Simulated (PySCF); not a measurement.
Converging NaBi in the basis (MP2)

PySCF, ROHF reference; triplet, unpaired electrons π ↑↑; De to Na + Bi without counterpoise correction. Frozen cores follow the default of each basis and core potential.

| basis | relativity | functions | Re (Å) | ωe (cm⁻¹) | De (eV) | frozen orbitals |
| --- | --- | --- | --- | --- | --- | --- |
| def2-SVP | scalar-relativistic core potentials | 41 | 3.028 | 189 | 0.69 | 5 |
| def2-SVPD | scalar-relativistic core potentials | 50 | 3.029 | 190 | 0.76 | 5 |
| aug-cc-pVDZ/aug-cc-pVDZ-PP | scalar-relativistic core potentials | 59 | 3.033 | 189 | 0.78 | 5 |

Task: How does each smaller set differ from the one with most functions, aug-cc-pVDZ/aug-cc-pVDZ-PP?

Result: def2-SVP: -0.5 pm, +0.0 % in ωe, -0.09 eV in De; def2-SVPD: -0.4 pm, +0.5 % in ωe, -0.02 eV in De. All at MP2; the set with most functions is neither the basis-set limit nor always the best.

Correlated steps freeze 5 core orbitals. Correlated levels converge slowly with the basis: in double zeta they bind strong bonds too weakly, by up to about 1 eV, and carry superposition errors of some tenths. Spin–orbit coupling is left out, which matters for elements this heavy, above all for dissociation energies. The state was picked by a PBE0 search and need not be the measured ground state.
